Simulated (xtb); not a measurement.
bromotrifluoromethane (CBrF3), singlet, geometry from GFN2-xTB; GFN-FF in xtb.

Input for xtb:
```
$ xtb mol.xyz --gfnff --json

# file mol.xyz
5

F     -1.25521109    -0.59016274    -1.10733380
C     -0.81788382     0.01960982    -0.02293889
F     -1.31527921    -0.58708967     1.03701563
F     -1.24067541     1.26863000    -0.03657222
Br     1.12022270    -0.02685878     0.03141848
```

The log (banner, timings and long lists left out):

```
   ID    Z sym.   atoms
    1    9 F      1, 3, 4
    2    6 C      2
    3   35 Br     5

           -------------------------------------------------
          |                Calculation Setup                |
           -------------------------------------------------

          ==================== Thresholds ====================
          CN  :   150.00000
          rep :   500.00000
          disp:  2500.00000
          HB1 :   250.00000
          HB2 :   450.00000

          Pauling EN used:
          Z : 6  EN :  2.55
          Z : 9  EN :  3.98
          Z :35  EN :  2.96
          electric field strengths (au): 0.000

           -------------------------------------------------
          |           Force Field Initialization            |
           -------------------------------------------------

          distances ...
          ----------------------------------------
          generating topology and atomic info file ...
          pair mat ...
          computing topology distances matrix with Floyd-Warshall algo ...
          making topology EEQ charges ...
          #fragments for EEQ constrain: 1
          ----------------------------------------
          generating topology and atomic info file ...
          pair mat ...
          computing topology distances matrix with Floyd-Warshall algo ...
          making topology EEQ charges ...
          #fragments for EEQ constrain: 1
          rings ...
          # BATM   0
          # H in HB   0

  atom   neighbors  erfCN metchar sp-hybrid imet pi  qest     coordinates
    1  F       1    1.06   0.00         0    0    0  -0.151   -2.372005   -1.115246   -2.092558
    2  C       4    3.49   0.00         3    0    0   0.263   -1.545576    0.037057   -0.043348
    3  F       1    1.06   0.00         0    0    0  -0.151   -2.485517   -1.109439    1.959676
    4  F       1    1.06   0.00         0    0    0  -0.151   -2.344537    2.397363   -0.069111
    5  Br      1    1.19   0.00         0    0    0   0.191    2.116914   -0.050756    0.059372

          #atoms :   5
          #bonds :   4
          #angl  :   6
          #tors  :   0
          #nmol  :   1
          #optfrag :   1
           -------------------------------------------------
          |                   G F N - F F                   |
          |          A general generic force-field          |
          |                  Version 1.0.3                  |
           -------------------------------------------------
          Number of HB bonds (bound hydrogen)     0
          Number of HB bonds (unbound hydrogen)   0
          Number of XB bonds                      0

         :::::::::::::::::::::::::::::::::::::::::::::::::::::
         ::                     SUMMARY                     ::
         :::::::::::::::::::::::::::::::::::::::::::::::::::::
         :: total energy              -0.506338094686 Eh    ::
         :: gradient norm              0.031105092391 Eh/a0 ::
         ::.................................................::
         :: bond energy               -0.498195875898 Eh    ::
         :: angle energy               0.000050558255 Eh    ::
         :: torsion energy             0.000000000000 Eh    ::
         :: repulsion energy           0.033054388062 Eh    ::
         :: electrostat energy        -0.039643333468 Eh    ::
         :: dispersion energy         -0.001603831637 Eh    ::
         :: HB energy                  0.000000000000 Eh    ::
         :: XB energy                  0.000000000000 Eh    ::
         :: bonded atm energy          0.000000000000 Eh    ::
         :: external energy            0.000000000000 Eh    ::
         :: add. restraining           0.000000000000 Eh    ::
         :: total charge               0.000000000000 e     ::
         :::::::::::::::::::::::::::::::::::::::::::::::::::::

           -------------------------------------------------
          |                Property Printout                |
           -------------------------------------------------

molecular dipole:
                 x           y           z       tot (Debye)
 q only:        1.408      -0.034       0.039       3.581

           -------------------------------------------------
          | TOTAL ENERGY               -0.506338094686 Eh   |
          | GRADIENT NORM               0.031105092391 Eh/α |
           -------------------------------------------------
########################################################################
[WARNING] Runtime exception occurred
-1- gfnff_setup: Could not read topology file.
########################################################################

normal termination of xtb
```
